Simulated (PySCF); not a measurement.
Coordinates in bohr (charge -1 multiplicity 1):
```
As    0.0000    0.0000    0.0000
N     3.1101    0.0000    0.0000
N    -3.1101    0.0000    0.0000
```

Method: PBE0 in PySCF with As def2-TZVPD, N def2-TZVPD; no relativity; density-fitted integrals.

This geometry of AsN₂⁻ is a stationary point at this level.

**Question.** What is the point group?

**Answer.** D∞h.

**Question.** Is it a minimum?

**Answer.** Yes: all harmonic wavenumbers are real.

**Question.** What are the dipole moment and the gap between the highest occupied and lowest empty levels?

**Answer.** 0.00 D about the centre of mass and 4.47 eV.

**Question.** Give the atomic charges and bond orders.

**Answer.** 
| atom | Mulliken | Löwdin | polar tensor | Mayer order to As1 |
| --- | --- | --- | --- | --- |
| As1 | 0.47 | 0.34 | 0.26 | – |
| N2,3 | -0.73 | -0.67 | -0.63 | 2.23 |
Other Mayer orders above 0.3: N–N 0.53.

Other isomers or separated fragments may lie lower. The lowest empty level of this anion is unbound, so it and the gap depend on the basis.
